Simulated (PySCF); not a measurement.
## Sn²⁺: excitation energy

Sn²⁺ [Kr] 4d10 5s2 (1S) → Sn²⁺ [Kr] 4d10 5s1 6s1 (3S), as a difference of total energies. Calculation: PySCF 2.14, in x2c-TZVPPall with one added diffuse shell each of s, p, d, f type (9s7p5d3f, 76 functions); the spin-free X2C one-electron Hamiltonian (Gaussian nucleus). Correlated levels: valence: [Kr] 4d10 frozen. The calculations carry no spin-orbit coupling.

```csv
method,excitation energy (cm⁻¹)
UHF,127280
MP2 (valence),131810
SCS-MP2 (valence),133470
CCSD (valence),133200
```

The promoted electron is Rydberg-like, and one or two diffuse shells describe it only roughly, which tends to raise the upper state.

With two correlated electrons CCSD is exact in that space.
